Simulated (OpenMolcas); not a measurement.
I6+: input and output

Input:

```
&GATEWAY
Coord
1

I 0.0 0.0 0.0
Basis=ANO-R2
Group=XYZ
NoMove
AngMom=0.0 0.0 0.0
AMFI
&SEWARD
&RASSCF
FileOrb=start.orb
Symmetry=1
Spin=2
nActEl=1 0 0
Inactive=14 9
Ras2=1 3
CIRoot=1 1 1
SDav=1
CIMx=300
Iter=120 100
PrWF=0.3
OrbListing=Nothing
MaxOrb=0
Atom
>>> COPY $Project.JobIph JOBPRE
&RASSCF
FileOrb=start.orb
Symmetry=1
Spin=2
nActEl=1 0 1
Inactive=14 9
Ras2=1 3
Ras3=5 0
CIRoot=1 1 1
SDav=6
CIMx=300
Iter=120 100
PrWF=0.3
OrbListing=Nothing
MaxOrb=0
Thrs=2.0e-7 1.0e-1 5.0e-4
Atom
>>> COPY $Project.JobIph JOB001
&RASSCF
FileOrb=start.orb
Symmetry=2
Spin=2
nActEl=1 0 1
Inactive=14 9
Ras2=1 3
Ras3=5 0
CIRoot=3 3 1
SDav=3
CIMx=300
Iter=120 100
PrWF=0.3
OrbListing=Nothing
MaxOrb=0
Thrs=2.0e-7 1.0e-1 5.0e-4
Atom
>>> COPY $Project.JobIph JOB002
&RASSI
NrOfJobIphs=2 1 3
1
1 2 3
IphNames
JOB001
JOB002
EJob
SpinOrbit
DIPRint=1.0
SOCoupling=1000.0
Subsets=2
MEES
Property=10
'ANGMOM' 1 'ANGMOM' 2 'ANGMOM' 3 'MLTPL  1' 1 'MLTPL  1' 2 'MLTPL  1' 3
'AMFI' 1 'AMFI' 2 'AMFI' 3 'MLTPL  2' 6
SOProperty=3
'ANGMOM' 1 'ANGMOM' 2 'ANGMOM' 3
```

Launched by
```bash
OMP_NUM_THREADS=1 MOLCAS_MEM=2252 MOLCAS_PROJECT=a pymolcas a.inp > a.log  # once for each step of the input, in one work folder
```

A driver script runs the steps one by one and writes start.orb anew before each from the orbitals found so far.

Output, cut to the results:

```
--- SEWARD ---
Basis set label: I.ANO-R...7S6P4D2F1G.

      Electronic valence basis set:
      ------------------
      Associated Effective Charge  53.000000 au
      Associated Actual Charge     53.000000 au
      Nuclear Model: Finite nucleus - Gaussian distribution
        Gaussian exponent, Xi/bohr**(-2):  1.84442E+08

      Shell  nPrim  nBasis  Cartesian Spherical Contaminant
         s      23       7        X
         p      18       6        X
         d      12       4                 X
         f       6       2                 X
         g       5       1                 X
                  Relativistic X2C integrals
                  Atomic mean-field integrals
--- RASSCF ---
Wave function specifications:
      -----------------------------

      Number of closed shell electrons          46
      Number of electrons in active shells       1
      Max number of holes in RAS1 space          0
      Max nr of electrons in RAS3 space          1
      Number of inactive orbitals               23
      Number of active orbitals                  9
      Number of secondary orbitals              36
      Spin quantum number                      0.5
      State symmetry                             1
Orbital specifications:
      -----------------------

      Symmetry species                           1   2
                                                ag  au
      Frozen orbitals                            0   0
      Inactive orbitals                         14   9
      Active orbitals                            6   3
      RAS1 orbitals                              0   0
      RAS2 orbitals                              1   3
      RAS3 orbitals                              5   0
      Secondary orbitals                        16  20
      Deleted orbitals                           0   0
      Number of basis functions                 36  32
      Number of CSFs                             6
      Number of root(s) required                 1
      Iter CI   SX   CI       RASSCF       Energy    max ROT     max BLB   max BLB  Level Ln srch  Step   QN
          iter iter root      energy       change     param      element    value   shift minimum  type update
 Nr of preliminary CI iterations:   1
 ###############################################################################
 ###############################################################################
 ###                                                                         ###
 ###                                                                         ###
 ###    WARNING: Problems in orbital optimization.                           ###
 ###                                                                         ###
 ###                                                                         ###
 ###############################################################################
 ###############################################################################
  Warning: In symmetry  1, orbital p=  16 has diagonal density matrix element D(p,p) close to zero. D(p,p)=  1.091841E-25
  Warning: In symmetry  1, orbital p=  17 has diagonal density matrix element D(p,p) close to zero. D(p,p)=  0.000000E+00
        ...
  Warning: In symmetry  2, orbital p=  10 has diagonal density matrix element D(p,p) close to zero. D(p,p)=  0.000000E+00
  Warning: In symmetry  2, orbital p=  11 has diagonal density matrix element D(p,p) close to zero. D(p,p)=  0.000000E+00
  Warning: In symmetry  2, orbital p=  12 has diagonal density matrix element D(p,p) close to zero. D(p,p)=  0.000000E+00
        4   1    1    1  -104.71630452    0.00E+00   0.00E+00    9  11 2  1.28E-08   0.50   0.00    SX    NO
      Convergence after  4 iterations
        5   1    1    1  -104.71630452   -9.09E-13   0.00E+00    9  11 2  1.28E-08   0.50   0.00    SX    NO
      Natural orbitals and occupation numbers for root  1
      sym 1:   1.000000   0.000000   0.000000   0.000000   0.000000   0.000000
      sym 2:   0.000000   0.000000   0.000000
::    RASSCF root number  1 Total energy:  -7104.71630452
--- RASSCF ---
Wave function specifications:
      -----------------------------

      Number of closed shell electrons          46
      Number of electrons in active shells       1
      Max number of holes in RAS1 space          0
      Max nr of electrons in RAS3 space          1
      Number of inactive orbitals               23
      Number of active orbitals                  9
...
--- RASSI ---
SPIN-FREE ENERGIES:
  (Shifted by EMIN (a.u.) =      -7104.7163045245)

 SF State       Relative EMIN(au)   Rel lowest level(eV)    D:o, cm**(-1)      L_eff

     1             0.0000000000        0.0000000000              0.0000         0.0
     2             0.5125591660       13.9474454395         112493.7340         1.0
     3             0.5125591660       13.9474454395         112493.7340         1.0
     4             0.5125591660       13.9474454395         112493.7340         1.0
     Dipole printing threshold changed to   1.00000000E+00

++ Dipole transition strengths (spin-free states):
   -----------------------------------------------
     for osc. strength at least  1.00000000E+00

  ( Max oscillator strength is only   0.37095580214435597      )
--
Eigenvalues of complex Hamiltonian:
   -----------------------------------
  (Shifted by EMIN (a.u.) =      -7104.7163045245)

 SO State       Relative EMIN(au)   Rel lowest level(eV)    D:o, cm**(-1)     J-value

     1             0.0000000000        0.0000000000              0.0000         0.4
     2             0.0000000000        0.0000000000              0.0000         0.4
     3             0.4723174476       12.8524124961         103661.6977         0.4
     4             0.4723174476       12.8524124961         103661.6977         0.4
     5             0.5326800252       14.4949619112         116909.7522         1.4
     6             0.5326800252       14.4949619112         116909.7522         1.4
     7             0.5326800252       14.4949619112         116909.7522         0.8
     8             0.5326800252       14.4949619112         116909.7522         0.8
Weights of the five most important spin-orbit-free states for each spin-orbit state.

 SO State  Total energy (au)           Spin-free states, spin, and weights
 -------------------------------------------------------------------------------------------------------
...
```

The J values that RASSI prints are effective ones from its own formula and need not be integers or half-integers; the table below assigns J from the states.

Levels above the lowest, from the spin-orbit matrix, grouped by J:

```
Configuration  Term    J  E (cm-1)  Measured (cm-1)      g  Term weight %
           5s    2S  1/2       0.0              0.0  2.002            100
           5p   2P*  1/2    103662           104960  0.666            100
           5p   2P*  3/2    116910           119960  1.334            100
```

Against the 2 measured excited levels shown (Moore, Atomic Energy Levels, vol. III, NSRDS-NBS 35 (1971 reprint of NBS Circular 467, 1958)) the mean absolute deviation is 2200 cm-1; the largest miss in energy is 5p 2P* 3/2: computed 116910, measured 119960 cm-1 (-2.5 %).

With one active electron outside closed inactive shells, the extra shells (5d) add no correlation to the reference. With one active electron the reference holds no correlation, so core polarisation is missing. Measured partners are found by configuration, term and J. A level has none where our copy of the source lacks it or the pairing is in doubt (some pairs that miss far off the trend of their configuration count as doubtful), and it then counts in no deviation. Levels of configurations outside the active space are missing. The first state left out of the spin-orbit step lies near 280000 cm-1 above the lowest spin-free state of the reference (among the parities and spins computed), and the list stops at four fifths of that energy or lower.

The RASSCF and RASSI steps took 29 s on 1 thread of AMD EPYC 7R43 64-Core Processor (Zen 3), with other jobs on the host; the integral step is not counted.

The term weight is that of the spin-free term in the level, not the purity of its configuration. * marks odd parity.
